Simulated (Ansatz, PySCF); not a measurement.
Spin states of HIrO (SMILES [OH][Ir]), each relaxed with B3LYP-D3(BJ)/def2-TZVP.
State 1 (charge 0, multiplicity 3):
```xyz
3

Ir    -0.939    -0.648    -0.816
O      0.462    -0.134     0.313
H      0.444     0.829     0.433
```
State 2 (charge 0, multiplicity 1):
```xyz
3

Ir    -0.9189    -0.6367    -0.7988
O      0.4485    -0.1415     0.3017
H      0.4372     0.8256     0.4269
```

| level | energy of the multiplicity-1 state less that of the multiplicity-3 state (kcal/mol) | cost |
|---|---|---|
| PBE/def2-TZVPP | 20.75 | ×1 |
| PBE-D3(BJ)/def2-TZVPP | 20.76 | ×1 |
| BLYP-D3(BJ)/def2-TZVPP | 20.18 | ×1 |
| BLYP-D4/def2-TZVPP | 20.17 | ×1 |
| B97M-V/def2-TZVPP | 27.44 | ×3 |
| B3LYP-D3(BJ)/def2-TZVPP | 23.25 | ×0.5 |
| B3LYP-D4/def2-TZVPP | 23.24 | ×0.5 |
| BHLYP/def2-TZVPP | 28.59 | ×0.7 |
| BHLYP-D3(BJ)/def2-TZVPP | 28.60 | ×0.7 |
| CAM-B3LYP/def2-TZVPP | 23.98 | ×0.7 |
| wB97M-V/def2-TZVPP | 22.01 | ×2 |
| B2PLYP-D4/def2-TZVPP | 22.78 | ×1 |
| CCSD/def2-SVP | 25.94 | - |
| CCSD(T)/def2-SVP | 21.74 | ×9 |

The rows run from 20.17 (BLYP-D4/def2-TZVPP) to 28.60 kcal/mol (BHLYP-D3(BJ)/def2-TZVPP). The dispersion term adds 0.00 in PBE-D3(BJ), 0.00 in BHLYP-D3(BJ). The 5 functionals in def2-TZVPP without D3 or D4 span 7.84, from PBE to BHLYP.

Singlets are restricted, other states unrestricted; no spin–orbit coupling, no relativity up to Kr; see below for the cores. The largest T1 diagnostic is 0.091.

Correlated levels freeze the inner cores; with def2 sets outer-core shells near the valence are correlated too.

Doubts at one or more of the structures used: a restricted determinant that unrestricted orbitals would lower (B2PLYP-D4/def2-TZVPP, CCSD/def2-SVP, CCSD(T)/def2-SVP); T1 above 0.05 (CCSD/def2-SVP, CCSD(T)/def2-SVP).

Programs: Ansatz (Gaussian orbitals); PySCF for the dispersion terms. Each number belongs to the level named beside it. In def2 rows elements past Kr take small-core potentials, without spin–orbit coupling.

Costs are rough ratios of core time to PBE/def2-TZVPP (about 14 s over the structures, on one shared machine); a dash marks a level with no comparable run of its own.

Ansatz is a first-principles code.
